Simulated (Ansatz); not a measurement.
Computed with Ansatz on PBE0-D4/def2-TZVP structures; ΔE is electronic, products minus reactants. CCSD(T)/CBS is the MP2 limit (def2-TZVPP, def2-QZVPP) plus CCSD(T) − MP2 in def2-TZVPP, frozen cores. DFT in def2-TZVPP. One conformer a species, not always the lowest.

`O[Si]1([SiH3])CC1` → `C=C[SiH2]O[SiH3]`  (isomerisation)

`O[Si]1([SiH3])CC1`:

Z-matrix (Å, degrees):
```
Si
Si 1 2.316
C 1 1.842 2 120.8
O 1 1.648 2 110.3 3 150.4
C 1 1.842 2 120.8 3 -59.1
H 2 1.488 1 107.1 3 29.7
H 2 1.487 1 111.4 3 -89.5
H 2 1.487 1 111.4 3 148.8
H 3 1.087 1 119.4 2 147.7
H 3 1.086 1 121.0 2 0.8
H 4 0.959 1 118.0 2 179.9
H 5 1.086 1 121.0 2 -0.8
H 5 1.087 1 119.4 2 -147.7
```

`C=C[SiH2]O[SiH3]`:

```xyz
13

C    -0.083   -1.707   -1.276
C    -1.004   -0.753   -1.381
Si   -0.858    0.892   -0.540
O     0.529    0.948    0.327
Si    1.217    0.728    1.791
H    -0.184   -2.668   -1.773
H     0.819   -1.565   -0.688
H    -1.886   -0.951   -1.989
H    -2.023    1.108    0.362
H    -0.827    1.990   -1.540
H     2.139    1.857    2.066
H     0.175    0.667    2.850
H     1.985   -0.544    1.792
```

CCSD(T)/CBS gives -1.48 eV.

Question: Another level gave -1.10 eV. Which?
A. ωB97X-V/def2-TZVPP
B. r2SCAN/def2-TZVPP
C. CCSD(T)/def2-TZVPP
D. PBE0-D4/def2-TZVPP

Answer: D. PBE0-D4 -1.10, CCSD(T)/def2-TZVPP -1.48, r2SCAN -1.25, ωB97X-V -1.33 eV.

Largest T1 diagnostic among the species: 0.012.

In def2-TZVPP, CCSD(T) changes the Hartree–Fock value by +0.58 eV (the triples alone add +0.06 eV) and MP2 by +0.63 eV. From PBE to PBE0 (25 % exact exchange), in def2-TZVPP and without D4, ΔE moves by −0.08 eV.
